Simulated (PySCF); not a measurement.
H₂F₄Si₂, SMILES F[Si](F)(F)[SiH2]F at its CAM-B3LYP/def2-SVP optimised geometry (Å):

```
8

Si    -0.5092     1.1329     0.0000
F      0.0182     1.8831     1.3373
Si     0.3876    -1.0148     0.0000
F      1.9897    -1.0148     0.0000
F     -0.0894    -1.8776     1.2629
F     -0.0883    -1.7963    -1.3178
H     -0.0433     1.8776    -1.1943
H     -1.9897     1.0614     0.0330
```

Level of theory: CAM-B3LYP/def2-TZVP run with PySCF.

Map of the deformation density (molecule minus spherical neutral atoms) (e/bohr³) on the plane z = 0.6 Å:

```
|3333333333333333333333333333333|
|3333333333333333333333333333333|
|3333333333333333333333333333333|
|3333333333333333333333333333333|
|3333333333333333333333333333333|
|3333333333322333333333333333333|
|3333333332222333333333333333333|
|3333333332222355433333333333333|
|3333333333212477543333333333333|
|3333333344312477533333333333333|
|3333333355421355432233333333333|
|3333333456420122222233333333333|
|3333333355420012222223333333333|
|3333333344321133332223333333333|
|3333333333322355533223333333333|
|3333333333223466542223333333333|
|3333333333233455421123333333333|
|3333333333222333200134443333333|
|3333333333222222100145543333333|
|3333333333222233310245543333333|
|3333333333322357631134443333333|
|3333333333333479841123333333333|
|3333333333333468742223333333333|
|3333333333333455532223333333333|
|3333333333333334332223333333333|
|3333333333333333333333333333333|
|3333333333333333333333333333333|
|3333333333333333333333333333333|
|3333333333333333333333333333333|
|3333333333333333333333333333333|
|3333333333333333333333333333333|
```
Scale: ten equal steps from -0.021 (start of '0') to 0.038 (end of '9'), in the order '0123456789'; x runs from -4.00 to 4.00, y from -4.00 (bottom) to 4.00 (top).
